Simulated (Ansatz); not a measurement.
GeH5NOS, SMILES `[NH2][GeH]([OH])[SH]`, 9 atoms. Total charge 0; spin multiplicity 1. Correlated methods include outer-core shells of Ge, which these sets cover unevenly. Scalar relativity is left out up to krypton. All runs use 4 threads of a server CPU on a shared host. Correlated methods freeze the cores.

**Question.** Give the basis size and wall time and peak host memory of each of these runs in Ansatz. RKS SPW92 (LDA)/def2-TZVPP energy; RKS ωB97M-V/def2-SVP energy; RKS BHLYP-D4/def2-TZVPP energy; direct RPA on PBE orbitals/def2-TZVPP energy; RKS PBE0-D4/def2-SVP energy; RHF-CCSD(T)/def2-SVP energy; RKS PBE0-D4/def2-QZVPP energy; RHF-MP2/def2-QZVPP energy; RKS B97M-V/def2-TZVPP energy; RKS PBE0-D4/def2-TZVP relaxation (9 steps); RKS r2SCANh-D4/def2-TZVPP energy; RHF-CCSD(T)/def2-TZVPP energy. (Estimate.)

**Answer.** Computed: Other jobs shared the machine, so times are rough.

```tsv
level	job	functions	wall time	peak host memory (GiB)
RKS SPW92 (LDA)/def2-TZVPP	energy	222	1.1 s	0.28
RKS PBE0-D4/def2-SVP	energy	103	1.2 s	0.22
RKS BHLYP-D4/def2-TZVPP	energy	222	3.1 s	0.6
direct RPA on PBE orbitals/def2-TZVPP	energy	222	4.3 s	0.46
RHF-CCSD(T)/def2-SVP	energy	103	4.8 s	0.44
RKS ωB97M-V/def2-SVP	energy	103	5 s	0.32
RKS r2SCANh-D4/def2-TZVPP	energy	222	5.5 s	0.59
RKS PBE0-D4/def2-QZVPP	energy	423	8.5 s	1.6
RKS B97M-V/def2-TZVPP	energy	222	8.5 s	0.36
RHF-MP2/def2-QZVPP	energy	423	19 s	2.2
RKS PBE0-D4/def2-TZVP	relaxation (9 steps)	177	29 s	0.48
RHF-CCSD(T)/def2-TZVPP	energy	222	2.1 min	3.5
```
